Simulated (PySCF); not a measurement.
Species: CH7NSSi.
Z-matrix (Å and degrees, PBE0-D3(BJ)/def2-SVP geometry), rows numbered from 1:
```
C 
N   1  1.4422
Si  2  1.7209  1  126.63
S   3  2.1477  2  110.37  1  -144.78
H   1  1.1061  2  113.45  3  -104.17
H   1  1.1040  2  111.87  3   133.88
H   1  1.1011  2  109.77  3    15.37
H   2  1.0142  1  114.62  3   169.15
H   3  1.4939  2  105.54  1   -21.44
H   3  1.4969  2  117.16  1    99.98
H   4  1.3516  3   94.60  2    55.34
```

Method: PySCF 2.14.0, PBE0-D3(BJ)/def2-SVP geometry optimisation, gas phase.

Masses are those of the commonest isotopes; rigid-rotor values at the optimised geometry. The values belong to one conformer with, in the numbering `[CH3:1][NH:2][SiH2:3][SH:4]`, C1–N2–Si3–S4 -145°, N2–Si3–S4–H 55°.

(1) Give the principal moments of inertia and the rotational constants in cm⁻¹.

(2) What kind of rotor is it?

(3) Is it planar, by Δ = Ic − Ia − Ib?

(4) Give the other two planar moments, Paa and Pbb, and the rms extents of the mass along the axes.

(5) Predict some low-J microwave lines.

Results:

(1) Ia = 39.26, Ib = 258.31, Ic = 280.10 u·Å²; 505379 MHz·u·Å²/I gives 12874, 1956 and 1804 MHz, that is A = 0.42943, B = 0.06526, C = 0.06019 cm⁻¹.

(2) A near-prolate asymmetric top; Ray's κ = -0.973.

(3) Not planar: Δ = Ic − Ia − Ib = -17.47 u·Å². For a rigid frame Δ = −2 Σ m c², so Σ m c² = 8.74 u·Å² lies off the ab plane: 6.65 from hydrogen and 2.09 from heavier atoms. The atom farthest from that plane is 1.29 Å away.

(4) Paa = Σ m a² = (Ib + Ic − Ia)/2 = 249.58 and Pbb = Σ m b² = (Ia + Ic − Ib)/2 = 30.52 u·Å². With the mass M = 93.01 u, the rms extents √(P/M) along a, b and c are 1.64, 0.57, 0.31 Å.

(5) The dipole components are |μa| = 2.09 D, |μb| = 0.94 D, |μc| = 0.21 D. The squared components, which scale the intensities, stand as 1.00 : 0.20 : 0.01 (a : b : c). Some of the stronger lines:

```tsv
type	branch	J(Ka,Kc)	MHz	lower level (cm⁻¹)
a	Q	2(1,1) ← 2(1,2)	456	0.735
a	R	1(0,1) ← 0(0,0)	3761	0.000
a	R	2(1,2) ← 1(1,1)	7369	0.490
a	R	2(0,2) ← 1(0,1)	7520	0.125
a	R	2(1,1) ← 1(1,0)	7674	0.495
c	Q	2(1,2) ← 2(0,2)	10767	0.376
c	Q	1(1,1) ← 1(0,1)	10917	0.125
b	Q	1(1,0) ← 1(0,1)	11070	0.125
b	Q	2(1,1) ← 2(0,2)	11223	0.376
b	R	1(1,1) ← 0(0,0)	14678	0.000
c	R	1(1,0) ← 0(0,0)	14830	0.000
b	R	2(1,2) ← 1(0,1)	18287	0.125
c	R	2(1,1) ← 1(0,1)	18743	0.125
c	Q	2(2,1) ← 2(1,1)	32752	0.751
b	Q	2(2,0) ← 2(1,1)	32754	0.751
b	Q	2(2,1) ← 2(1,2)	33209	0.735
b	R	2(2,1) ← 1(1,0)	40426	0.495
c	R	2(2,0) ← 1(1,0)	40428	0.495
c	R	2(2,1) ← 1(1,1)	40578	0.490
b	R	2(2,0) ← 1(1,1)	40580	0.490
```

No frequency check. Zero-point vibration and centrifugal distortion are left out. A rigid rotor knows nothing of internal rotation, which can split or shift real lines. Quadrupole hyperfine structure (14N) is left out.

Hardware: Arm Neoverse V1, one thread, on a shared host. Cost: 47 s, 0.42 GiB resident at most. This is the geometry optimisation.
